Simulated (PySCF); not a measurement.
A structure optimised at B3LYP-D3(BJ)/def2-SVP, used in a PySCF frequency run:

```xyz
7

Mo     0.2369    -0.0453     0.0000
N      0.4796    -1.7112     0.0000
H      0.6060    -2.7229     0.0000
F      0.2067     0.3934     1.8047
F      0.2067     0.3934    -1.8047
F      1.9300     0.7238     0.0000
Cl    -2.0590     0.1769     0.0000
```

Question: Write its SMILES, formula and point group.

Answer: [NH]=[Mo]([F])([F])([F])[Cl], ClF₃HMoN, Cs

Question: What are its rotational constants (standard atomic weights)?

Answer: 2.6701, 1.7005, 1.4219 GHz
